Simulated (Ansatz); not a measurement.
# Energy profile

The step: SnNH₅ ([NH2][SnH3]) + HF → SnH₃F ([F][SnH3]) + NH₃; bonds formed: Sn1–F7, N2–H6; bonds broken: Sn1–N2, H6–F7 (atoms numbered as in the saddle structure below).

Sn1  (-0.802, 0.493, -0.433)
N2  (0.971, -0.119, 0.625)
H3  (-0.560, 0.361, -2.103)
H4  (-0.737, 2.180, -0.037)
H5  (-2.176, -0.147, 0.319)
H6  (0.665, -1.184, 0.197)
F7  (-0.142, -1.831, -0.479)
H8  (0.939, -0.018, 1.630)
H9  (1.842, 0.265, 0.282)
(Å)

Electronic energies by CCSD(T) at an estimated basis limit (MP2 extrapolated from triple and quadruple zeta, plus CCSD(T) − MP2 in triple zeta), on PBE0-D4/def2-TZVP structures; SnNH6F, closed shell; no counterpoise correction. Ansatz 0.2.0; basis: def2-TZVPP and def2-QZVPP; cores frozen in the correlated methods. Filled d shells of the heavier atoms are correlated. Core potentials replace the inner electrons of the atoms past krypton. The def2 sets are not built for correlating such inner shells, so the correlated values are less sure here. Extrapolation: Hartree–Fock as exp(−7.88 √X), correlation as X^−2.97.

Q: Give the profile in eV, counted from the separated reactants. (An estimate is asked for; the value comes from the calculation.)

A: Computed:
```
                                                                                                point      eV
separated: SnNH5 (linked as [NH2][SnH3]; Sn1, N2, H3, H4, H5, H8, H9; singlet) + HF (H6, F7; singlet)   0.000
                                                                                      start structure  -0.551
                                                                                               saddle  -0.204
                                                                                        end structure  -0.941
 separated: SnH3F (linked as [F][SnH3]; Sn1, H3, H4, H5, F7; singlet) + NH3 (N2, H6, H8, H9; singlet)  -0.642
```
The saddle lies below the separated reactants: the barrier is submerged.

T1 diagnostic: at most 0.014.

Steps of this kind, hydrogen fluoride cutting a network bond, underlie vapour etching and the fluorination step of atomic layer etching.

For scale, one of the runs: CCSD(T)/def2-TZVPP, 196 basis functions, launched by `ansatz run in.yaml --threads 4 --pin off --events-out ev --progress --plain --max-ram 9574MiB`. The run took 85 s on 4 CPU threads of an Intel Xeon (shared host), with 2.7 GiB of host memory at its peak.
